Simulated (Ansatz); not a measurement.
GaO: shapes and states compared

Computed with Ansatz's Gaussian-basis code (development build). Basis cc-pwCVTZ-PP on Ga, cc-pVTZ on O, scalar-relativistic core potentials (10 electrons on Ga), no spin–orbit coupling, 5 orbitals frozen in the corrections; active space CAS(9,8). Restricted Hartree–Fock, then the lowest state-specific CASSCF solution met for each case. Coupled cluster stands on the determinant that it favours, not always the lowest RHF. Single-reference values can break down or jump between states where bonds are stretched. Unlike active orbitals can shift such differences by tenths of an eV, at times by over 1 eV.

Case A, quartet: bond length 1.7440 Å.

Case B, doublet: the shape of A.

Case C, doublet: bond length 2.0056 Å.

Energy less that of case A, in eV:

```
case  RHF/ROHF  CASSCF  CCSD(T)
   B    -2.591  -3.518   -3.778
   C    -2.521  -3.001   -3.385
```

(1) What does SC-NEVPT2 give for these differences?

(2) Which case is lowest, and do the methods agree?

Answers

(1) B: -3.786 eV (-87.3 kcal/mol); C: -3.319 eV (-76.5 kcal/mol).

(2) B is lowest in SC-NEVPT2. Of the methods shown, RHF/ROHF, CASSCF, CCSD(T) agree.
